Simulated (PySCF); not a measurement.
# AsO: energy against distance

Set-up: PySCF, scalar-relativistic core potentials, basis sets As cc-pVTZ-PP with ECP10, O cc-pVTZ. Energies in eV from As + O in their ground configurations at the same level. State: ²Π (doublet), unpaired electrons π ↑.

All columns are PBE0. A positive dipole means As(−)O(+).

| R (Å) | E (eV) | μ (D) | Mulliken charge on As (basis-dependent) | HOMO (eV) | LUMO (eV) | Mayer bond order | ⟨S²⟩ |
| --- | --- | --- | --- | --- | --- | --- | --- |
| 1.391 | -2.715 | -1.72 | 0.37 | -4.92 | -2.64 | 2.24 | 0.75 |
| 1.456 | -3.832 | -2.00 | 0.38 | -5.16 | -2.88 | 2.22 | 0.75 |
| 1.521 | -4.439 | -2.26 | 0.39 | -5.40 | -3.11 | 2.21 | 0.75 |
| 1.569 | -4.649 | -2.45 | 0.41 | -5.57 | -3.28 | 2.20 | 0.75 |
| 1.618 | -4.703 | -2.63 | 0.42 | -5.73 | -3.44 | 2.19 | 0.75 |
| 1.667 | -4.638 | -2.80 | 0.43 | -5.89 | -3.60 | 2.18 | 0.75 |
| 1.731 | -4.414 | -3.01 | 0.44 | -6.09 | -3.80 | 2.17 | 0.76 |
| 1.812 | -3.989 | -3.21 | 0.44 | -6.32 | -3.97 | 2.12 | 0.81 |
| 1.909 | -3.340 | -3.50 | 0.44 | -6.57 | -4.29 | 2.15 | 0.76 |
| 2.039 | -2.393 | -3.82 | 0.44 | -6.86 | -4.60 | 2.15 | 0.76 |

A fit through these points gives, at Re = 1.613 Å, μ = -2.61 D and dμ/dR = -3.61 D/Å; the reduced mass is 13.18 u.

**Question.** How strong is the fundamental in the double-harmonic approximation, I = 42.26·(dμ/dR)²/μred km/mol?

**Answer.** I = 42.26·(-3.61)²/13.18 = 41.8 km/mol at PBE0.

Spin–orbit coupling is left out. The state is the lowest determinant that a PBE0 search found; another state may lie lower at other levels.
